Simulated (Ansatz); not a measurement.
`OB(O)O[SiH3]` from Hartree–Fock to CCSD(T)

```xyz
10

O     0.4287   -0.8844    1.3852
B    -0.5082   -0.0149    0.9077
O    -1.5357    0.3842    1.7140
O    -0.4034    0.4446   -0.3734
Si    0.7295    0.1166   -1.5311
H     0.2616   -1.1440    2.2938
H    -2.1288    0.9937    1.2699
H     2.0780    0.5409   -1.0796
H     0.3361    0.8946   -2.7299
H     0.7420   -1.3312   -1.8566
```

Total charge 0; spin multiplicity 1. Geometry: relaxed with PBE0-D4/def2-TZVP. It is one conformer, not always the lowest. Frozen core, restricted reference, the Gaussian-basis code of Ansatz. CBS rows extrapolate triple and quadruple zeta.

```
     basis     HF (Eh)  MP2 corr.
def2-TZVPP  -541.46282   -0.92915
def2-QZVPP  -541.48452   -1.00373
```

(1) Estimate the CCSD correlation energy and the (T) correction in each basis where they were run (hartree).

Answers

(1) 
| basis | CCSD corr. | (T) |
| --- | --- | --- |
| def2-TZVPP | -0.95756 | -0.03310 |
| def2-QZVPP | -1.02251 | -0.03787 |
| CBS(def2) | -1.07062 | -0.04141 |
